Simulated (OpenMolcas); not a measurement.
Au2+ among 3 point charges of -2 e arranged as a planar triangle (D3h).

```
Program             : OpenMolcas 26.06
Method              : CASSCF
Basis               : ANO-RCC-VTZP [8s7p5d3f1g]
Scalar Hamiltonian  : DKH2, point nucleus
Active space        : 9 electrons in 5 orbitals (5d)
State averaging     : 2S+1 = 2 even, 5 roots
Spin-orbit coupling : state interaction with AMFI integrals over the reference wave functions
```

All point charges move together. At R = 2.09 Å the first state of the same spin is 10144 cm-1, and at R = 2.2 Å it is 8641 cm-1.

Problem. A third run gives 13408 cm-1. What distance was it run at?

Solution. With a power law R^-n the two known points give n = -ln(8641 / 10144) / ln(2.2 / 2.09) = 3.13. Then R = 2.09 × (10144 / 13408)^(1/3.13) = 1.912 Å. The run was at 1.91 Å, so the estimate is off by +0.002 Å.

An orbital doublet at a regular site is open to a Jahn-Teller distortion, which this geometry leaves out. This is an electrostatic model: the charges have no orbitals. No measured value stands beside these numbers.
